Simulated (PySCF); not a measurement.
**C7H13: g tensor and hyperfine couplings**

C₇H₁₃ (doublet state).
Atom-mapped SMILES: `[CH3:1][CH2:2]/[C:3]=[CH:4]\[CH2:5][CH2:6][CH3:7]` (hydrogens: H8, H9, H10 on C1; H11, H12 on C2; H13 on C4; H14, H15 on C5; H16, H17 on C6; H18, H19, H20 on C7)

Structure used (GFN2-xTB), in Å, numbered top down from 1:
```
atom  x, y, z in Å
C1    -2.0577    0.8883   -1.3458
C2    -2.0957    1.7611   -0.0776
C3    -1.0663    1.4522    0.9013
C4     0.0601    0.8951    1.1997
C5     1.0050    0.1272    0.2829
C6     1.1980   -1.3059    0.7744
C7     2.1595   -2.0788   -0.1212
H8    -2.9255    1.1031   -1.9662
H9    -1.1600    1.0930   -1.9235
H10   -2.0709   -0.1653   -1.0780
H11   -3.0761    1.6321    0.3965
H12   -2.0079    2.8150   -0.3616
H13    0.4320    0.9469    2.2208
H14    1.9693    0.6431    0.2770
H15    0.6138    0.1203   -0.7337
H16    0.2295   -1.8112    0.7940
H17    1.5852   -1.2909    1.7961
H18    2.2859   -3.0967    0.2410
H19    3.1350   -1.5968   -0.1384
H20    1.7817   -2.1211   -1.1409
```

The hyperfine couplings belong to this conformer and change with its torsions.

Computed with UKS B3LYP, pcH-1 on C H, non-relativistic, mean-field spin-orbit, GIAO in PySCF 2.14.0. The structure is a single GFN2-xTB conformer in the gas phase; no vibrational or solvent corrections. Couplings are sensitive to structure, and on GFN2-xTB geometries they can be far from those on DFT ones. The SCF solution wasn't tested for stability.

- g1, g2, g3: 2.00161, 2.00213, 2.00273
- g_iso: 2.00216
- Form of g: rhombic: the two nearest values differ by 46 % of g3 − g1
- ⟨S²⟩: 0.7581 (exact 0.7500)
- α and β electrons: 28, 27
- Total energy: -274.51233 Eh

Hyperfine couplings atom by atom, in 10⁻⁴ cm⁻¹; T1 to T3 are the principal values of the dipolar part (1 × 10⁻⁴ cm⁻¹ = 2.998 MHz):

```tsv
atom	isotope	a_iso	T1	T2	T3	Mulliken spin population
C1	13C	23.5	-2.0	-1.9	3.9	0.05
C2	13C	1.0	-1.3	-1.0	2.3	-0.05
C3	13C	75.0	-27.5	-21.0	48.6	1.00
C4	13C	-7.8	-5.7	0.7	5.0	-0.16
C5	13C	27.6	-2.9	-2.6	5.5	0.08
C6	13C	-1.9	-0.2	-0.1	0.3	0.00
C7	13C	1.3	-0.1	-0.1	0.2	0.00
H8	1H	4.5	-1.2	-0.5	1.7	0.01
H9	1H	-1.5	-1.5	-0.6	2.2	0.00
H10	1H	-1.1	-1.6	-0.7	2.2	0.00
H11	1H	20.7	-2.3	-1.8	4.1	0.02
H12	1H	3.3	-2.1	-1.5	3.6	0.00
H13	1H	43.0	-2.1	-1.7	3.8	0.05
H14	1H	-2.4	-1.4	-0.6	2.0	0.00
H15	1H	-2.1	-2.0	-0.4	2.4	0.00
H16	1H	0.5	-0.5	-0.4	0.9	0.00
H17	1H	0.0	-0.5	-0.3	0.8	0.00
H18	1H	1.0	-0.2	-0.1	0.3	0.00
H19	1H	0.0	-0.2	-0.2	0.4	0.00
H20	1H	0.1	-0.2	-0.2	0.4	0.00
```

Largest spin populations (Mulliken): C3 (+1.00), C4 (-0.16) and C5 (+0.08). No atom but C3 exceeds +0.15.

Axes: g1 points within 11° of the C2–C3 bond.

Under fast tumbling the dipolar parts average out, and these isotropic splittings remain: 1 × 1H (H13, I = 1/2, 2 lines) with 4.60 mT, 2 × 1H (H11/H12, I = 1/2, 3 lines) with 1.28 mT, 2 × 1H (H14/H15, I = 1/2, 3 lines) with 0.24 mT, 3 × 1H (H8/H9/H10, I = 1/2, 4 lines) with 0.07 mT and 3 × 1H (H18/H19/H20, I = 1/2, 4 lines) with 0.04 mT.

Means are taken over nuclei equivalent by connectivity, which assumes that they swap fast. The three 1H nuclei of mean +1.9 MHz run from -4.5 to 13.6 MHz in the frozen geometry. The 1H value of +35.9 MHz is a mean of couplings from 9.8 to 62.0 MHz in this one geometry, not an average over conformers.

The 13C coupling of C3 (224.9 MHz) shows only in satellite lines or after enrichment, since that isotope makes up about 1.07 % of natural carbon.
